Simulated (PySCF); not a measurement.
H₉N₃Si₂, SMILES N[SiH2]N[SiH2]N.

Geometry: B3LYP-D3(BJ)/def2-SVP. The values are those of a single conformer.

Level of theory: SMD-ωB97X/6-31G* (PySCF).

Solvation free energies are E(SMD) − E(gas) at the gas-phase geometry, for 1 M in both phases. In vacuum the dipole moment is 2.13 D.

Computed solvation free energies in water, chlorobenzene, cyclohexanone:
| solvent | ΔG(solv) (kcal/mol) | its non-electrostatic (CDS) part | dipole (D) |
|---|---|---|---|
| water | -2.7 | 5.4 | 2.73 |
| chlorobenzene | -4.2 | 1.9 | 2.57 |
| cyclohexanone | -4.8 | 2.7 | 2.67 |
